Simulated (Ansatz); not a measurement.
Species: CH$_{3}$Br$_{2}$GaO, net charge 0, singlet state. SMILES: C[O][Ga]([Br])[Br]
Coordinates optimised at B3LYP-D3(BJ)/def2-TZVP (Ansatz, a quantum-chemistry and plane-wave program):
```xyz
8

C     -2.9323    -0.6762    -0.7658
O     -1.5964    -1.1654    -0.7337
Ga    -0.2093    -0.2436    -0.1323
Br    -0.4986     1.8834     0.6639
Br     1.8338    -1.2374    -0.1808
H     -3.0233     0.3418    -0.3767
H     -3.5657    -1.3349    -0.1674
H     -3.2893    -0.6870    -1.7981
```

Parts of the frozen-core correlation energy in 6-31G* (Ansatz, hartree). Frozen orbitals: 44; correlated occupied orbitals by spin: 15 and 15; virtual: 82 and 82. No spin-orbit coupling. Non-relativistic.

```tsv
term	value
reference (HF)	-7181.79511
MP2 opposite-spin	-0.43720
MP2 same-spin	-0.15723
CCSD correlation	-0.63185
(T)	-0.01670
T1 diagnostic	0.014
largest doubles amplitude	0.026
```
